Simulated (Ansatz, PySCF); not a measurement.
Process, species as SMILES: C[Si](C)(Cl)Cl -> [CH2][Si](C)(Cl)Cl + H atom (the C-H bond at the site shown breaks; other sites are not compared here)
Structures are relaxed separately at B3LYP-D3(BJ)/def2-TZVP in Ansatz (a first-principles code), one conformer each, not searched for the lowest. Frequencies are from Ansatz.
Geometry of the first species:
```xyz
11

Si    -0.0199    -0.3173    -0.1053
Cl     0.0323     1.3658    -1.3087
Cl     0.0730     0.3104     1.8648
C     -1.6351    -1.1886    -0.3743
C      1.4755    -1.3526    -0.4688
H     -2.4718    -0.5287    -0.1441
H     -1.7231    -1.5087    -1.4144
H     -1.7015    -2.0684     0.2687
H      1.4664    -1.6768    -1.5113
H      1.4880    -2.2366     0.1719
H      2.3893    -0.7850    -0.2917
```
Charge 0, spin multiplicity 1.

Wanted: bond dissociation energy (enthalpy at 298 K, with B3LYP-D3(BJ) rigid-rotor harmonic-oscillator terms), in kcal/mol. Valence correlation only, unless marked. UHF or UKS for open shells. No spin-orbit coupling. No relativistic terms. CBS(X,Y): correlation extrapolated as X^-3; Hartree-Fock from the larger set. The bracket is a focal-point correction in the basis named.

RI-MP2/CBS(cc-pV(T+d)Z,cc-pV(Q+d)Z)+[CCSD(T)-MP2]/cc-pV(T+d)Z (Ansatz) gives 102.9 kcal/mol.

Task: Another calculation gave 97.3 kcal/mol. Which level was it?
A) HF/def2-TZVPD (PySCF)
B) SVWN5/def2-TZVPD (Ansatz)
C) r2SCAN0/def2-TZVPD (Ansatz)
D) wB97X-V/def2-TZVPD (Ansatz)

Result: C, r2SCAN0/def2-TZVPD (Ansatz). The others give 101.8 (wB97X-V), 111.8 (SVWN5), 74.9 (HF) kcal/mol.
